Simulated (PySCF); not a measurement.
Excitations are Tamm–Dancoff values on a coarser integration grid. The basis has no diffuse functions, so Rydberg states are missing or too high.

Cartesian coordinates (Å):
SMILES: [F][Al]([SiH3])[SiH3]
```xyz
10

F      0.0594    -0.6020     2.4306
Al     0.0080    -0.1900     0.8271
Si    -2.2035    -0.1641    -0.2405
Si     2.1821     0.2916    -0.2106
H     -3.3253    -0.1883     0.7372
H     -2.3418    -1.3500    -1.1352
H     -2.3510     1.0481    -1.0959
H      2.0173     0.7609    -1.6152
H      3.0348    -0.9309    -0.2362
H      2.9181     1.3453     0.5434
```
Charge 0, spin multiplicity 1.

Question: What brightest of the four lowest singlets (TDA), HOMO, S1 excitation (TDA), S1–T1 gap (TDA) and LUMO does PySCF with PBE0-D4/def2-TZVP give?

Answer: 
```json
{
  "brightest of the four lowest singlets (TDA)": "6.37 eV",
  "HOMO": "-7.33 eV",
  "S1 excitation (TDA)": "3.97 eV",
  "S1–T1 gap (TDA)": "0.70 eV",
  "LUMO": "-2.11 eV"
}
```
